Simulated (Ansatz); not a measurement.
BH₇OSi₂ (`[SiH3]BO[SiH3]`), 11 atoms. Total charge 0; spin multiplicity 1. All runs use 2 threads of an Arm Neoverse V2 on a shared host. Correlated methods freeze the cores.

How many basis functions does each run have, and how long does it take in Ansatz? RKS ωB97M-V/def2-SVP energy; RKS ωB97M-V/def2-QZVPP energy; RKS PBE0-D4/def2-QZVPP energy; RHF-CCSD(T)/def2-TZVPP energy; RKS PBE0-D4/def2-SVP energy; RHF-MP2/def2-QZVPP energy; RKS r2SCAN0-D4/def2-TZVPP energy; RKS B2PLYP (frozen core)/def2-TZVPP energy; RHF-CCSD(T)/def2-SVP energy; RKS CAM-B3LYP-D4/def2-TZVPP energy; direct RPA on PBE orbitals/def2-TZVPP energy; RKS revPBE-D4/def2-TZVPP energy. (Best estimate.)

Computed: Other jobs shared the machine, so times are rough.

```csv
level,job,functions,wall time,peak host memory (GiB)
RKS PBE0-D4/def2-SVP,energy,99,1.5 s,0.2
RKS revPBE-D4/def2-TZVPP,energy,244,2.9 s,0.29
RHF-CCSD(T)/def2-SVP,energy,99,4.4 s,0.36
RKS CAM-B3LYP-D4/def2-TZVPP,energy,244,5.5 s,0.62
RKS ωB97M-V/def2-SVP,energy,99,6.5 s,0.29
RKS r2SCAN0-D4/def2-TZVPP,energy,244,7.5 s,0.57
RKS B2PLYP (frozen core)/def2-TZVPP,energy,244,7.5 s,0.57
direct RPA on PBE orbitals/def2-TZVPP,energy,244,8 s,0.51
RKS PBE0-D4/def2-QZVPP,energy,464,14 s,1.4
RKS ωB97M-V/def2-QZVPP,energy,464,32 s,1.7
RHF-MP2/def2-QZVPP,energy,464,32 s,2.5
RHF-CCSD(T)/def2-TZVPP,energy,244,9.7 min,1.9
```
